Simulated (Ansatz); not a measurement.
Relaxation of Be₄O₃⁺ with UKS PBE0-D4/def2-SVP.

```sh
$ ansatz run in.yaml --threads 4 --pin off --events-out ev --progress --plain --max-ram 4787MiB
```

```yaml
crystal:
  periodic: [false, false, false]
  atoms:
    - {symbol: Be, position_ang: [-0.402210, -1.868330, 0.370380]}
    - {symbol: Be, position_ang: [1.630540, -0.199260, -0.404220]}
    - {symbol: Be, position_ang: [-1.858860, -0.297340, 0.532890]}
    - {symbol: Be, position_ang: [-0.095030, 1.670480, -0.208110]}
    - {symbol: O, position_ang: [-1.299700, 0.915800, 0.214910]}
    - {symbol: O, position_ang: [0.818920, -1.380500, -0.024610]}
    - {symbol: O, position_ang: [1.206340, 1.159160, -0.481240]}
basis:
  gaussian: {orbitals: def2-SVP}
total_charge: 1
magnetization: {spin_polarized: true, initial_magnetization: 1}
hamiltonian: {xc: pbe0, dispersion: d4}
scf: {lower_state_search: "off"}
output: {orbitals: {seedname: orbitals}}
relax: {f_tol: 0.02, max_steps: 100}
```

Run time 7.5 s (4 threads of Arm Neoverse V2 on a shared host).

Positions (Å) and forces (eV/Å) at steps 1, 2, 3, 4, 5, 6, 7 of 7:

```xyz
7
step=1 energy=-7729.2498 eV
Be   -0.402   -1.868    0.370   -0.108   -0.571    0.108
Be    1.631   -0.199   -0.404   -1.161    0.088    0.294
Be   -1.859   -0.297    0.533   -0.580   -0.074    0.163
Be   -0.095    1.670   -0.208    0.007   -1.185    0.160
O    -1.300    0.916    0.215   -0.597    1.192   -0.007
O     0.819   -1.381   -0.025    1.137   -0.703   -0.201
O     1.206    1.159   -0.481    1.301    1.254   -0.518
7
step=2 energy=-7729.5520 eV
Be   -0.347   -1.945    0.364   -0.296   -0.015    0.081
Be    1.609   -0.193   -0.398   -1.061   -0.061    0.288
Be   -1.930   -0.236    0.544   -0.037   -0.297    0.052
Be   -0.090    1.648   -0.207   -0.130   -1.073    0.185
O    -1.353    0.978    0.221   -0.167    0.906   -0.083
O     0.878   -1.439   -0.030    0.882   -0.239   -0.199
O     1.234    1.186   -0.493    0.810    0.778   -0.322
7
step=3 energy=-7729.6144 eV
Be   -0.331   -1.909    0.353    0.110   -0.167   -0.004
Be    1.430   -0.160   -0.355    1.206    1.006   -0.462
Be   -1.923   -0.219    0.541   -0.170    0.078    0.033
Be   -0.069    1.450   -0.187    1.116    1.164   -0.456
O    -1.383    1.034    0.221   -0.778   -0.420    0.264
O     0.942   -1.475   -0.042   -0.505   -0.798    0.245
O     1.334    1.279   -0.532   -0.979   -0.863    0.380
7
step=4 energy=-7729.7759 eV
Be   -0.319   -1.940    0.358    0.019    0.027   -0.011
Be    1.513   -0.180   -0.376    0.018    0.152   -0.026
Be   -1.939   -0.208    0.541    0.030    0.017   -0.008
Be   -0.083    1.545   -0.194    0.155    0.009   -0.042
O    -1.406    1.047    0.226   -0.098    0.034    0.020
O     0.947   -1.500   -0.041    0.024   -0.104    0.010
O     1.287    1.236   -0.514   -0.148   -0.134    0.057
7
step=5 energy=-7729.7808 eV
Be   -0.306   -1.942    0.350   -0.036    0.022    0.011
Be    1.515   -0.187   -0.373    0.011   -0.005   -0.004
Be   -1.935   -0.193    0.542    0.023   -0.041   -0.004
Be   -0.091    1.548   -0.195   -0.008    0.013    0.001
O    -1.422    1.069    0.226   -0.025    0.050    0.001
O     0.968   -1.517   -0.042    0.044   -0.024   -0.011
O     1.272    1.222   -0.508   -0.008   -0.016    0.005
7
step=6 energy=-7729.7820 eV
Be   -0.299   -1.942    0.352    0.006    0.011   -0.004
Be    1.515   -0.195   -0.374   -0.013    0.073   -0.007
Be   -1.921   -0.188    0.535    0.013    0.006   -0.004
Be   -0.099    1.555   -0.192    0.070   -0.017   -0.016
O    -1.436    1.089    0.227   -0.023   -0.017    0.008
O     0.980   -1.531   -0.045   -0.019   -0.022    0.009
O     1.261    1.213   -0.504   -0.035   -0.033    0.014
7
step=7 energy=-7729.7821 eV
Be   -0.301   -1.941    0.351    0.000   -0.001    0.001
Be    1.513   -0.194   -0.373    0.001    0.001   -0.001
Be   -1.918   -0.190    0.535    0.000   -0.001   -0.001
Be   -0.098    1.554   -0.192    0.001    0.000    0.000
O    -1.435    1.088    0.227   -0.001    0.001    0.001
O     0.978   -1.530   -0.044   -0.001    0.000    0.000
O     1.261    1.214   -0.504    0.000    0.000    0.000
```

The relaxation made no stability test and no search for a lower SCF solution. Another isomer (doublet) lies 0.81 eV lower at PBE0-D4/def2-TZVP; other spin states weren't run for this one.
